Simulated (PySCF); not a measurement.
A calculated (M06-L, PySCF 2.14, x2c-SVPall, the spin-free X2C one-electron Hamiltonian (Gaussian nucleus)) atom or ion has these occupied shells.

| shell | electrons | orbital energy (eV) | rms radius, mean of both spins (bohr) |
| --- | --- | --- | --- |
| 1s α | 1 | -18834.7 | 0.0415 |
| 1s β | 1 | -18834.7 | 0.0415 |
| 2s α | 1 | -2665.1 | 0.171 |
| 2s β | 1 | -2664.7 | 0.171 |
| 2p α | 3 | -2378.8 | 0.152 |
| 2p β | 3 | -2378.5 | 0.152 |
| 3s α | 1 | -465.89 | 0.472 |
| 3s β | 1 | -465.70 | 0.472 |
| 3p α | 3 | -370.71 | 0.480 |
| 3p β | 3 | -370.51 | 0.480 |
| 3d α | 5 | -216.36 | 0.475 |
| 3d β | 5 | -216.01 | 0.475 |
| 4s α | 1 | -78.003 | 1.23 |
| 4s β | 1 | -75.796 | 1.23 |
| 4p α | 3 | -53.426 | 1.38 |
| 4p β | 3 | -50.982 | 1.38 |
| 4d α | 3 | -20.120 | 1.98 |

(1) Name the element and its charge.

## Answers

(1) Nb²⁺ (niobium, charge +2), in [Kr] 4d3, high-spin 4F determinant.
